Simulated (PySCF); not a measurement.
## Diatomics with 163 electrons

PBE0 in PySCF with def2-SVP on every atom (core potentials on Hg, Tl, Pb, Bi), for the lowest determinant that a PBE0 search found; no spin–orbit coupling. All have 163 electrons, 7 of them in the valence shells, and the same state, a quartet (σ ↑, π ↑↑). For ions De leads to the atom and ion picked by measured ionisation energies and electron affinities.

```
species  difference of nuclear charges  Re (Å)  ωe (cm⁻¹)  k (mdyn/Å)  De (eV)  dissociates to  Mayer bond order
   TlPb                              1   2.970        105       0.667     1.85         Tl + Pb              1.30
   HgBi                              3   3.566       25.4      0.0390     0.05         Hg + Bi              0.21
   Pb₂⁺                              0   2.930        122       0.906     2.55        Pb⁺ + Pb              1.60
  TlBi⁺                              2   3.338       58.1       0.206      n/a        Tl⁺ + Bi              0.53
```

(1) Which member of the whole set has the stiffest bond, and how does it compare with the softest?

Weak bonds: HgBi. Basis-set superposition, not corrected here, can be much of De in a small basis, most of all at correlated wavefunction levels. Functionals without a dispersion term scatter widely for such bonds, and LDA overbinds them. These are scalar-relativistic numbers at best; spin–orbit coupling would shift them, the dissociation energy most. States were picked by a PBE0 search and need not be the measured ground states.

Results:

(1) Pb₂⁺ with k = 0.906 mdyn/Å, 23 times that of HgBi.
